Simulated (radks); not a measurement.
Results of a calculation; reference values are marked as such.
Removal energies from the vanadium ion V12+, [Ne] 3s1, by Delta-SCF beside the eigenvalue of the level emptied. Level of theory: non-relativistic Kohn-Sham, PBE, spin-polarised, spherical densities, point nucleus (a radial shooting solver on a logarithmic mesh with Libxc functionals). Open shells are filled with parallel spins first.

removed from  final configuration  Delta-SCF (eV)  -eigenvalue (eV)
3s                           [Ne]          335.82            323.38
2p               [He] 2s2 2p5 3s1          856.66            817.97
2s               [He] 2s1 2p6 3s1          942.01            908.06
1s                1s1 2s2 2p6 3s1          5786.2            5659.2
